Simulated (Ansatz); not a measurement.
Cost and result for the atomization energy of C6H3ClSi (`C#C[Si](Cl)(C#C)C#C`) (11 atoms, 10 bonds).

Cartesian coordinates in Å:
```
C 2.743 -0.525 -0.684
C 1.630 -0.472 -0.225
Si -0.043 -0.390 0.461
Cl -0.188 -1.704 2.015
C -0.380 1.281 1.071
C -0.603 2.394 1.475
C -1.254 -0.842 -0.806
C -2.059 -1.141 -1.651
H 3.728 -0.573 -1.089
H -0.801 3.378 1.833
H -2.772 -1.407 -2.398
```

Total charge 0; spin multiplicity 1. The geometry is a stationary point of PBE0-D4/def2-TZVP. Program: Ansatz. All runs use 4 threads of an Arm Neoverse V2 on a shared host. Times are those of one run each, without the atoms' runs, and a repeat can differ threefold. Electronic energies, without spin–orbit coupling; frozen cores. CCSD(T)/CBS adds CCSD(T) − MP2 in def2-TZVPP to the MP2 limit, and its time is that of the two runs behind it. T1 = 0.013.

CCSD(T)/CBS is a level of theory with its own doubt, some kJ/mol a heavy atom from the limit and from the frozen cores, so smaller differences don't rank the functionals.

| level | functions | wall time |
| --- | --- | --- |
| revPBE-D4/def2-TZVPP | 312 | 2.7 s |
| BLYP-D4/def2-TZVPP | 312 | 2.9 s |
| PBE-D4/def2-TZVPP (with forces) | 312 | 3.2 s |
| BHLYP-D4/def2-TZVPP | 312 | 4.6 s |
| CAM-B3LYP-D4/def2-TZVPP | 312 | 5.5 s |
| r2SCAN-D4/def2-TZVPP (with forces) | 312 | 6 s |
| r2SCANh-D4/def2-TZVPP | 312 | 8.5 s |
| ωB97X-V/def2-TZVPP | 312 | 11 s |
| B97M-V/def2-TZVPP | 312 | 11 s |
| CCSD(T)/def2-SVP | 135 | 13 s |
| MP2/def2-QZVPP | 572 | 31 s |
| CCSD(T)/def2-TZVPP | 312 | 17 min |
| CCSD(T)/CBS(def2) | – | 17 min |

What atomization energy does each give, and how far from CCSD(T)/CBS? (Best estimate.)

The calculation gave: 
```csv
level,atomization (kJ/mol),difference from CCSD(T)/CBS,per bond
revPBE-D4/def2-TZVPP,5204.6,39.4,3.9
BLYP-D4/def2-TZVPP,5186.6,21.4,2.1
PBE-D4/def2-TZVPP (with forces),5357.4,192.2,19.2
BHLYP-D4/def2-TZVPP,4959.0,-206.2,-20.6
CAM-B3LYP-D4/def2-TZVPP,5155.2,-10.0,-1.0
r2SCAN-D4/def2-TZVPP (with forces),5189.9,24.7,2.5
r2SCANh-D4/def2-TZVPP,5142.0,-23.2,-2.3
ωB97X-V/def2-TZVPP,5147.3,-17.9,-1.8
B97M-V/def2-TZVPP,5187.8,22.6,2.3
CCSD(T)/def2-SVP,4893.4,-271.8,-27.2
MP2/def2-QZVPP,5321.4,156.2,15.6
CCSD(T)/def2-TZVPP,5017.0,-148.2,-14.8
CCSD(T)/CBS(def2),5165.2,0.0,0.0
```

Leaving LDA and LC-ωPBE aside and taking each functional with its dispersion term where it has one, the values spread over 398.4 kJ/mol, from BHLYP-D4 to PBE-D4. LDA lies +628.8 kJ/mol from PBE without D4, its usual overbinding. From PBE to PBE0 (25 % exact exchange), in def2-TZVPP and without D4, the atomization energy moves by −135.3 kJ/mol: exact exchange takes away binding that semilocal exchange gives to molecules. The D4 term adds +55.2 kJ/mol with B3LYP and +29.7 kJ/mol with PBE0; it sums over pairs of atoms, weighted by their polarisabilities, and B3LYP, whose exchange is more repulsive, gets the larger term.

B3LYP here is the variant with VWN-RPA as its local correlation; programs differ in this.
